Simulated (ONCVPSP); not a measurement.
Before and after: ONCV potential for W

W (Z = 74), optimised norm-conserving Vanderbilt (ONCV), made with ONCVPSP 4.0.1 (PBEsol, fully relativistic). Core [Kr] 4d10 4f14 5s2, reference 5p6 5d4 6s2. Waves: 6s: rc 2.70 bohr, ncon 4, nbas 8, qcut 2.7 1/bohr, 3 projectors, debl 3.8 Ha; 5p: rc 1.25 bohr, ncon 3, nbas 6, qcut 7.1 1/bohr, 2 projectors, debl 3.8 Ha; 5d: rc 2.10 bohr, ncon 3, nbas 8, qcut 7.2 1/bohr, 2 projectors, debl 2.4 Ha; f scattering state at 0.09 Ha: rc 2.45 bohr, ncon 3, nbas 7, qcut 5 1/bohr, 2 projectors, debl 3.5 Ha. Local part: polynomial inside 1.05 bohr (lpopt 5, dvloc0 0 Ha). Core correction: none.

Open shells are filled in proportion to 2j + 1.

Change: local potential polynomial inside 1.05 bohr (lpopt 5, dvloc0 6.5 Ha).

Cutoffs: the cutoffs (Ha) at which the residual kinetic energy of the hardest occupied pseudo-wave falls to 1 and 0.1 mHa per electron; they do not see the model core or the augmentation charge, which bear on the density cutoff. Errors are all-electron minus pseudo energies relative to the spin-unpolarised reference configuration.

Problem. Predict the effect on cutoff, ghosts and configuration errors.

Solution. The potential gets neither clearly harder nor softer (34 Ha and 80 Ha → 34 Ha and 80 Ha); both files keep a bound ghost (s); the number of tests with a reliable result goes from 4 to 3; of the 3 tests that both files solve, the error grows in 0 and shrinks in 1 by more than 15 % and 0.3 meV (median size 22.4 → 22.4 meV); the range in which the s phases agree narrows (upper end at the end of the scan → -0.0).

```tsv
quantity	base	changed
cutoff, loose	34 Ha	34 Ha
cutoff, tight	80 Ha	80 Ha
bound ghosts	s	s
GHOST(+) flags under 300 eV	s at 212.3 eV	s at 263.0 eV
tests with a reliable result	4 of 4	3 of 4
error for 5p6 5d4 6s1, meV [ΔE 8.93 eV]	-6.9	-5.8
error for 5p6 5d4 6s0, meV [ΔE 24.63 eV]	-30	-30
error for 5p6 5d5 6s1, meV [ΔE 1.54 eV]	-22	-22
s: phases at 2.75 bohr within 0.05 rad from the reference energy up to (Ha; the scan ends near 5)	to the end of the scan	-0.0
p3/2: phases at 1.27 bohr within 0.05 rad from the reference energy up to (Ha; the scan ends near 5)	to the end of the scan	to the end of the scan
p1/2: phases at 1.27 bohr within 0.05 rad from the reference energy up to (Ha; the scan ends near 5)	to the end of the scan	to the end of the scan
d5/2: phases at 2.14 bohr within 0.05 rad from the reference energy up to (Ha; the scan ends near 5)	to the end of the scan	to the end of the scan
d3/2: phases at 2.14 bohr within 0.05 rad from the reference energy up to (Ha; the scan ends near 5)	to the end of the scan	to the end of the scan
f7/2: phases at 2.48 bohr within 0.05 rad from the reference energy up to (Ha; the scan ends near 5)	to the end of the scan	to the end of the scan
f5/2: phases at 2.48 bohr within 0.05 rad from the reference energy up to (Ha; the scan ends near 5)	n/a	n/a
```

 A true bound ghost makes a file unfit for plane-wave use even where its test errors are small: the radial tests pick states by their node count and pass the ghost by.
